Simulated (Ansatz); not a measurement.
Ansatz (a quantum-chemistry and plane-wave program) input (r2SCAN/def2-TZVPD):

Ansatz 0.2 input:
```yaml
crystal:
  periodic: [false, false, false]
  atoms:
    - {symbol: K, position_ang: [-0.00000000, -0.00000000, -1.30365535]}
    - {symbol: S, position_ang: [0.00000000, 0.00000000, 1.54809072]}
basis:
  gaussian:
    orbitals: def2-TZVPD
hamiltonian:
  xc: {name: r2SCAN}
total_charge: -1
magnetization: {spin_polarized: true, initial_magnetization: 2}
```

Output:

```
Functional definition: r2SCAN
integrals: 0.03 GiB planned
623 factors; their error is unknown
mean field: 0.27 GiB planned
mean field evaluation 1: about -27144.6069 eV, gradient 3.3e1 eV
mean field evaluation 2: about -27137.5690 eV, gradient 5.4e1 eV
mean field evaluation 4: about -27158.8653 eV, gradient 4.0e0 eV
mean field evaluation 8: about -27159.0820 eV, gradient 1.2e-1 eV
mean field evaluation 16: about -27159.0634 eV, gradient 5.7e-5 eV
mean field evaluation 32: about -27158.5495 eV, gradient 6.5e0 eV
mean field evaluation 64: about -27158.9160 eV, gradient 5.7e-1 eV
mean field evaluation 96: about -27157.9327 eV, gradient 6.5e0 eV
mean field -27159.06344134 eV, -998.0771723950 hartree, gradient 2.9e-6 eV, S^2 2.007065; 13 other end points of the search recorded, 0 dependent functions left out
reference -27159.06350832 eV, -998.0771748562 hartree; 19, 17 occupied and 63, 65 virtual orbitals, 623 factors
Total energy: -27159.06350832 eV, -998.0771748562 hartree
```

This state (charge -1, triplet) is run at the relaxed geometry of the species with charge 0 and multiplicity 2.
